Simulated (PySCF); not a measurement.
Screening by computed properties: pick the candidate that meets the target.

Each SMILES stands for a single optimised conformer of the isolated species, non-relativistic unless stated. Electronic properties by PySCF.

The conformers computed, where there is a choice (atom-mapped SMILES and torsion angles):
- `[CH3:1][CH:2]=[C:3]=[P:4][CH2:5][CH:6]([CH3:7])[CH3:8]`: C3–P4–C5–C6 89°, P4–C5–C6–C7 62°
- `[O:1]=[CH:2][c:3]1[cH:4][cH:5][p:6][c:7]2[cH:8][cH:9][cH:10][cH:11][c:12]12`: O1–C2–C3–C4 180°
- `[CH3:1][CH2:2][O:3][Si@@H:4]([SiH3:5])[C:6]#[N:7]`: C1–C2–O3–Si4 178°, C2–O3–Si4–Si5 -175°
- `[CH2:1]=[CH:2][P:3]([CH2:4][CH3:5])[C:6](=[CH2:7])[CH3:8]`: C1–C2–P3–C4 -143°, C2–P3–C4–C5 173°, C2–P3–C6–C7 126°
- `[CH3:1][P:2]([CH:3]1[CH2:4][CH2:5]1)[CH:6]1[CH2:7][CH2:8]1`: C1–P2–C3–C4 167°, C1–P2–C6–C7 -97°

Task: Wanted: HOMO–LUMO gap above 7 eV (PBE0/pcSseg-1) and smallest rotational constant above 0.86 GHz (GFN2-xTB), at GFN2-xTB geometries. Which candidate meets both?
A. `O=Cc1ccpc2ccccc12`
B. `C=CP(CC)C(=C)C`
C. `[Si@@H]([SiH3])(OCC)C#N`
D. `CC=C=PCC(C)C`
E. `CP(C1CC1)C1CC1`

Result: E. Computed values:
```csv
species,HOMO–LUMO gap,smallest rotational constant
O=Cc1ccpc2ccccc12,3.92 eV,0.501 GHz
CC=C=PCC(C)C,5.67 eV,0.737 GHz
C=CP(CC)C(=C)C,6.27 eV,1.096 GHz
[Si@@H]([SiH3])(OCC)C#N,7.52 eV,0.791 GHz
CP(C1CC1)C1CC1,7.84 eV,0.927 GHz
```

Task: Wanted: HOMO energy between -8 eV and -6.5 eV (PBE0/pcSseg-1) and dipole moment above 1.6 D (PBE0/pcSseg-1), at GFN2-xTB geometries. Which candidate meets both?
A. `[Si@@H]([SiH3])(OCC)C#N`
B. `C=CP(CC)C(=C)C`
C. `CC=C=PCC(C)C`
D. `CP(C1CC1)C1CC1`

Result: C. Computed values:
```
                species  HOMO energy  dipole moment
[Si@@H]([SiH3])(OCC)C#N     -8.64 eV         3.48 D
           CC=C=PCC(C)C     -6.80 eV         1.74 D
         CP(C1CC1)C1CC1     -6.67 eV         1.23 D
         C=CP(CC)C(=C)C     -6.37 eV         1.42 D
```
